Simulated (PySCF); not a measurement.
A calculated (TPSS, PySCF 2.14, cc-pVTZ-DK, the spin-free X2C one-electron Hamiltonian (Gaussian nucleus)) atom or ion has these occupied shells.

| shell | electrons | orbital energy (eV) | rms radius, mean of both spins (bohr) |
| --- | --- | --- | --- |
| 1s α | 1 | -1275.5 | 0.151 |
| 1s β | 1 | -1275.4 | 0.151 |
| 2s α | 1 | -90.313 | 0.761 |
| 2s β | 1 | -90.160 | 0.761 |
| 2p α | 3 | -56.272 | 0.778 |
| 2p β | 3 | -56.120 | 0.778 |
| 3s α | 1 | -11.860 | 2.99 |

(1) Name the element and its charge.

## Answers

(1) Mg⁺ (magnesium, charge +1), in [Ne] 3s1, 2S determinant.
